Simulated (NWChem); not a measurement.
System meant: CrHO$_{3}$Cl; SMILES [O]=[Cr](=[O])([OH])[Cl]

Input file for NWChem:

```
start job
memory heap 200 mb stack 900 mb global 1100 mb
geometry units angstroms noautosym nocenter noautoz
  Cr     0.067866    -0.417045    -0.067827
  O      0.923071    -0.768650    -1.308509
  O      0.748949    -0.949933     1.217260
  Cl    -0.103076     1.719284     0.091714
  O     -1.504203    -1.127192    -0.247751
  H     -1.923007    -1.423487     0.581366
end
basis spherical
  * library def2-svp
end
dft
  xc xtpss03 ctpss03
  iterations 150
end
property
  shielding
end
task dft property
```

End of the output:

```
 Vector   36  Occ=0.000000D+00  E=-1.549152D-01
              MO Center=  7.7D-02, -2.4D-01, -1.4D-01, r^2= 2.0D+00
   Bfn.  Coefficient  Atom+Function         Bfn.  Coefficient  Atom+Function
  ----- ------------  ---------------      ----- ------------  ---------------
    19      0.628228  1 Cr d  2              15      0.348836  1 Cr d -2
    71     -0.346080  4 Cl py                36     -0.258485  2 O  py
    39     -0.216173  2 O  py                68     -0.196906  4 Cl py
    24      0.186754  1 Cr d  2              50     -0.181650  3 O  py
    16     -0.159926  1 Cr d -1              17      0.152954  1 Cr d  0

 center of mass
 --------------
 x =   0.00927062 y =  -0.11809137 z =  -0.07164164

 moments of inertia (a.u.)
 ------------------
         753.007717541311           1.696971378375           1.598811752221
           1.696971378375         413.786555353434         -28.162380900277
           1.598811752221         -28.162380900277         790.071272129429

     Multipole analysis of the density
     ---------------------------------

     L   x y z        total         alpha         beta         nuclear
     -   - - -        -----         -----         ----         -------
     0   0 0 0     -0.000000    -33.000000    -33.000000     66.000000

     1   1 0 0     -0.756725      0.286801      0.286801     -1.330327
     1   0 1 0     -0.331618      4.531047      4.531047     -9.393713
     1   0 0 1      0.491888      2.324023      2.324023     -4.156158

     2   2 0 0    -31.089147    -75.170643    -75.170643    119.252139
     2   1 1 0      2.344566     -1.045093     -1.045093      4.434752
     2   1 0 1     -2.087858      0.343898      0.343898     -2.775653
     2   0 2 0    -32.057210   -156.302775   -156.302775    280.548339
     2   0 1 1     -1.440061     -7.079710     -7.079710     12.719358
     2   0 0 2    -33.614822    -64.362880    -64.362880     95.110939

          -----------------------------------------
          Chemical Shielding Tensors (GIAO, in ppm)
          -----------------------------------------

 ------------------------------------------------------------------------
  xtpss03: d2 not coded                    0
 ------------------------------------------------------------------------
 ------------------------------------------------------------------------
  current input line :
    21: task dft property
 ------------------------------------------------------------------------
 ------------------------------------------------------------------------
 This error has not yet been assigned to a category
 ------------------------------------------------------------------------
 For more information see the NWChem manual at https://nwchemgit.github.io

0: xtpss03: d2 not coded:Received an Error in Communication
```

Problem. Find the fault in this run and fix the input.

Solution. The run crashed. Cause: this functional's second derivatives, which shieldings need, aren't coded here; the fix takes a hybrid GGA instead. This input runs:
```
start job
memory heap 200 mb stack 900 mb global 1100 mb
geometry units angstroms noautosym nocenter noautoz
  Cr     0.067866    -0.417045    -0.067827
  O      0.923071    -0.768650    -1.308509
  O      0.748949    -0.949933     1.217260
  Cl    -0.103076     1.719284     0.091714
  O     -1.504203    -1.127192    -0.247751
  H     -1.923007    -1.423487     0.581366
end
basis spherical
  * library def2-svp
end
dft
  xc pbe0
  iterations 150
end
property
  shielding
end
task dft property
```
It converges to -1729.92879 Ha (PBE0/def2-SVP, GIAO).
